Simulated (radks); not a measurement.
Question: Neutral silver: order these configurations by energy. Method: Dirac Kohn-Sham, relativistic LDA (MacDonald-Vosko exchange, VWN5 correlation), spin-unpolarised, spherical densities, finite nucleus; Fermi nuclear charge, rms radius of each element as measured or else 0.836 A^(1/3) + 0.57 fm; computed with a radial shooting solver on a logarithmic mesh with Libxc functionals. Sub-shells are occupied by j as written (lower j first in brackets). [Kr] 4d(3/2: 4, 5/2: 5) 5s1 5p(1/2: 1, 3/2: 0); [Kr] 4d(3/2: 4, 5/2: 5) 5s2; [Kr] 4d10 5p(1/2: 1, 3/2: 0); [Kr] 4d10 5s1.

Answer: From the lowest, in eV above it: [Kr] 4d10 5s1 0.000; [Kr] 4d(3/2: 4, 5/2: 5) 5s2 3.776; [Kr] 4d10 5p(1/2: 1, 3/2: 0) 3.887; [Kr] 4d(3/2: 4, 5/2: 5) 5s1 5p(1/2: 1, 3/2: 0) 8.214.
